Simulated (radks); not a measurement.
Values are calculated unless marked as measured or tabulated.
Ni4+, configuration [Ne] 3s2 3p5.5 3d6 4s0.5 (fractional occupations, a model configuration).

Level of theory: Dirac Kohn-Sham, PBE, spin-unpolarised, spherical densities, finite nucleus; open shells are shared between the two j in proportion to 2j + 1; Fermi nuclear charge, rms radius 3.7757 fm (a radial shooting solver on a logarithmic mesh with Libxc functionals).

Energy parts (hartree):
total: -1514.48655
kinetic: 1539.19056
electron-nucleus: -3579.05812
Hartree: 586.47860
exchange-correlation: -61.09759

Orbitals (lengths in bohr, moments of r in powers of bohr; r(max) is where P^2 peaks):
[
 {"orbital": "1s1/2", "occ.": "2", "eigenvalue (hartree)": "-304.3709", "<1/r>": "28.09", "r(max)": "0.03540", "small-component weight": "1.02e-02"},
 {"orbital": "2s1/2", "occ.": "2", "eigenvalue (hartree)": "-38.70698", "<1/r>": "6.100", "r(max)": "0.2046", "small-component weight": "1.91e-03"},
 {"orbital": "2p1/2", "occ.": "2", "eigenvalue (hartree)": "-34.10190", "<1/r>": "6.051", "r(max)": "0.1630", "small-component weight": "1.89e-03"},
 {"orbital": "2p3/2", "occ.": "4", "eigenvalue (hartree)": "-33.45906", "<1/r>": "5.925", "r(max)": "0.1656", "small-component weight": "1.86e-03"},
 {"orbital": "3s1/2", "occ.": "2", "eigenvalue (hartree)": "-6.55041", "<1/r>": "1.964", "r(max)": "0.6345", "small-component weight": "4.39e-04"},
 {"orbital": "3p1/2", "occ.": "1.83333", "eigenvalue (hartree)": "-5.12879", "<1/r>": "1.848", "r(max)": "0.6342", "small-component weight": "3.99e-04"},
 {"orbital": "3p3/2", "occ.": "3.66667", "eigenvalue (hartree)": "-5.04220", "<1/r>": "1.820", "r(max)": "0.6414", "small-component weight": "3.92e-04"},
 {"orbital": "3d3/2", "occ.": "2.4", "eigenvalue (hartree)": "-2.69775", "<1/r>": "1.554", "r(max)": "0.5995", "small-component weight": "2.98e-04"},
 {"orbital": "3d5/2", "occ.": "3.6", "eigenvalue (hartree)": "-2.68634", "<1/r>": "1.547", "r(max)": "0.6017", "small-component weight": "2.96e-04"},
 {"orbital": "4s1/2", "occ.": "0.5", "eigenvalue (hartree)": "-1.77905", "<1/r>": "0.6909", "r(max)": "1.749", "small-component weight": "8.92e-05"}
]

The highest occupied level is 4s1/2 at -48.410 eV. Summed over all electrons, <r^2> = 12.44 bohr^2, which gives a Langevin (diamagnetic) susceptibility term of -9.85 x 10^-6 cm^3/mol. The electron density at the nucleus is 1.962e+04 e/bohr^3. The density falls to 0.001 e/bohr^3 at r = 2.88 bohr.
